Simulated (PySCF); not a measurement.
OsO4, SMILES [O]=[Os](=[O])(=[O])=[O], multiplicity 1. Coordinates come from a PBE-D3(BJ)/def2-SVP optimisation. The spin state was assumed, not searched. The isomer is the one that the SMILES or the coordinates give; other isomers of the formula were not compared. The def2 effective core potentials stand for the cores of Os; spin–orbit coupling is left out.

Level of theory: PySCF 2.14.0 with PBE-D3(BJ)/def2-SVP.

Harmonic wavenumbers (cm⁻¹): 322, 322, 322, 327, 327, 957, 957, 957, 967. Rotational constants (GHz): 4.002, 4.002, 4.002; symmetry number 12.

Task: Work out the zero-point energy and the ideal-gas rigid-rotor harmonic-oscillator thermochemistry at 298.15 K and 1 atm.

Result: ZPE = ½ Σ hcν = ½ × 5458 cm⁻¹ = 32.65 kJ/mol. H − E(el) = 48.15 kJ/mol. Entropy in J/(mol K): translation 177.82, rotation 88.20, vibration 28.84, total 294.86. G − E(el) = -39.76 kJ/mol. Cp = 74.40 J/(mol K).
